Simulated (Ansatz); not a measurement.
Coupled-cluster diagnostics for the cluster Si6W⁺, Ansatz.

Geometry of the doublet (PBE-D4/def2-SVP):

Cartesian coordinates in Å:
```
W 1.229 -0.046 0.056
Si 0.155 1.077 2.026
Si -2.070 0.660 2.597
Si -0.576 -1.344 -1.293
Si 1.709 -1.287 -2.029
Si 0.755 1.093 -1.929
Si -1.202 -0.153 0.573
```

In the def2 sets W takes a core potential; there is no spin–orbit coupling. Correlated methods freeze 30 core orbitals; core or outer-core shells of W are correlated, in sets that lack core-valence functions. Another isomer (doublet) lies 1.65 eV lower at PBE0-D4/def2-TZVP; other spin states weren't run for this one.

(1) Estimate the CCSD(T) correlation energy, the shares of MP2 and (T), T1 and the reference's ⟨S²⟩ for: charge 1, doublet, own geometry in def2-SVP; and the rough time on 4 threads of Arm Neoverse V2 on a shared host.

Answers

(1) 
| state | basis | correlation (eV) | MP2 share (%) | (T) share (%) | T1 | ⟨S²⟩ (pure) | wall time | remarks |
| --- | --- | --- | --- | --- | --- | --- | --- | --- |
| charge 1, doublet, own geometry | def2-SVP | -26.045 | 88.5 | 8.3 | 0.094 | 2.66 (0.75) | 69 s | large T1, spin-contaminated |
Customary marks for T1 are 0.02 (closed shells), 0.045 (open shells) and about 0.05 (3d metals). T1 exceeds 0.02 in 1 of 1 rows and 0.045 in 1; the higher it lies, the less the single-reference result can be trusted.
